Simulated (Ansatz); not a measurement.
Basis sets compared for the cluster HgCl₂ (the lowest singlet isomer of a short search). The state is a singlet with charge 0. Geometry PBE0-D4/def2-TZVP. Ansatz on 4 threads of Arm Neoverse V2 on a shared host; times are rough, and most runs start from earlier orbitals.

| atom | x (Å) | y (Å) | z (Å) |
| --- | --- | --- | --- |
| Hg1 | 0.0006 | 0.0005 | -0.0004 |
| Cl2 | -1.5656 | 1.5326 | -0.5414 |
| Cl3 | 1.5650 | -1.5331 | 0.5418 |

In the def2 sets Hg takes a core potential; there is no spin–orbit coupling. The structure comes from a short search, and lower isomers may exist.

Binding counts from free atoms (Hg singlet, Cl doublet) in the same basis, without a counterpoise term.

| level | functions | energy (Eh) | HOMO (eV) | LUMO (eV) | binding per atom (eV) | wall time |
| --- | --- | --- | --- | --- | --- | --- |
| PBE-D4/def2-SVP | 68 | -1073.3121 | -7.28 | -3.06 | 1.51 | 0.45 s |
| PBE-D4/def2-TZVP | 117 | -1073.6495 | -7.53 | -3.22 | 1.60 | 0.8 s |
| r2SCAN-D4/def2-TZVP | 117 | -1073.9943 | -7.87 | -3.07 | 1.60 | 1.9 s |
| PBE0-D4/def2-SVP | 68 | -1073.3498 | -8.71 | -2.18 | 1.47 | 0.7 s |
| PBE0-D4/def2-TZVP (with forces) | 117 | -1073.6836 | -8.91 | -2.28 | 1.58 | 1.2 s |

**Question.** Estimate the rows for PBE-D4/def2-TZVPD, r2SCAN-D4/def2-TZVPD, PBE0-D4/def2-TZVPD.

**Answer.** 
```csv
level,functions,energy (Eh),HOMO (eV),LUMO (eV),binding per atom (eV),wall time
PBE-D4/def2-TZVPD,138,-1073.6511,-7.59,-3.28,1.59,0.95 s
r2SCAN-D4/def2-TZVPD,138,-1073.9955,-7.90,-3.10,1.60,2.4 s
PBE0-D4/def2-TZVPD,138,-1073.6849,-8.95,-2.34,1.58,1.3 s
```
